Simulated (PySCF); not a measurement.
A GIAO shielding run with PySCF (density fitting, non-relativistic, gas phase) on SMILES C#CC#CC[SiH2][Si@@H](P)OC, C$_{6}$H$_{11}$OPSi$_{2}$:

```
$ OMP_NUM_THREADS=1 python probes_run.py task.json out

{"job": {"kind": "nmr", "xc": "PBE0", "basis": "pcSseg-1"}, "charge": 0, "multiplicity": 1}
C      3.597921     2.913134     1.084857
C      3.125594     1.965817     0.509787
C      2.567631     0.903151    -0.126442
C      2.064829    -0.030129    -0.706785
C      1.432877    -1.150354    -1.343416
Si     0.346513    -2.118723    -0.075926
Si    -1.345904    -0.779020     0.760496
P     -0.987019     1.332144     1.473696
O     -2.291093    -0.702900    -0.567790
C     -3.407881     0.110812    -0.763132
H      4.016180     3.736281     1.580883
H      0.809590    -0.789874    -2.166283
H      2.198741    -1.801667    -1.770787
H     -0.092729    -3.332990    -0.778774
H      1.253124    -2.548202     0.999003
H     -2.108781    -1.364039     1.885202
H     -0.141328     1.689028     0.439906
H      0.064626     1.010441     2.307282
H     -3.619991     0.149891    -1.832142
H     -3.218868     1.122836    -0.393224
H     -4.272955    -0.298695    -0.237030
```

Hardware: 1 thread of an Arm Neoverse N1, shared host. The job also computes population analyses, field gradients.

(1) How large is the calculation?

(2) How long does it take, and how much memory does it need?

Results:

(1) 98 electrons, 246 basis functions and 1344 auxiliary functions.

(2) 110 s of wall time, with 15 SCF cycles and 5 response iterations; peak memory 1.1 GiB. Times on a shared host scatter by some tens of per cent.
